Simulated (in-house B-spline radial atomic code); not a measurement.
**Binding energies in Fe**

NIST's tabulated ground configuration is [Ar] 3d6 4s2; each binding energy is the energy of the ion with one electron taken from that subshell, relaxed, less that of the parent. Method: Dirac-Hartree-Fock, average of configuration, Fermi nucleus of rms radius 3.7377 fm. Calculated with a radial B-spline atomic code at the basis-set limit. Energies include first-order Breit, QED and recoil terms.

```
subshell  X-ray name  binding energy (eV)  -ε (eV)  relaxation (eV)
      1s           K               7124.1   7179.2             43.7
      2s          L1                862.1    883.7             20.7
   2p1/2          L2                734.6    757.8             22.4
   2p3/2          L3                722.4    745.1             22.2
      3s          M1                  110    116.2              6.1
   3p1/2          M2                70.75    76.62             5.79
   3p3/2          M3                69.25    74.97             5.68
      3d        M4,5                11.81    16.16             4.36
      4s          N1                 6.88     7.18             0.29
```

Relaxation = -ε minus the binding energy without Breit, QED and recoil terms.

Emission lines follow as differences of binding energies, with λ = 12398.42 eV·Å / E:

```json
{"line": "K-L3", "holes": "1s → 2p3/2", "energy (eV)": "6401.7", "wavelength (Å)": "1.9367"}
{"line": "K-L2", "holes": "1s → 2p1/2", "energy (eV)": "6389.5", "wavelength (Å)": "1.9404"}
{"line": "K-M3", "holes": "1s → 3p3/2", "energy (eV)": "7054.9", "wavelength (Å)": "1.7574"}
{"line": "L1-M3", "holes": "2s → 3p3/2", "energy (eV)": "792.9", "wavelength (Å)": "15.638"}
{"line": "L3-M1", "holes": "2p3/2 → 3s", "energy (eV)": "612.4", "wavelength (Å)": "20.246"}
```

Task: What screening constant σ does Moseley's law, E = (3/4)·13.6057 eV·(Z - σ)², need for K-L3?

Result: σ = 0.95.

Task: What does it cost to remove both a 2p1/2 and a 3p3/2 electron?

Result: 825.21 eV, which is 21.38 eV more than the two single binding energies together.

Task: What does it cost to remove both a 3p1/2 and a 4s electron?

Result: 86.996 eV, which is 9.366 eV more than the two single binding energies together.

Task: What does it cost to remove both a 2p3/2 and a 4s electron?

Result: 738.71 eV, which is 9.431 eV more than the two single binding energies together.
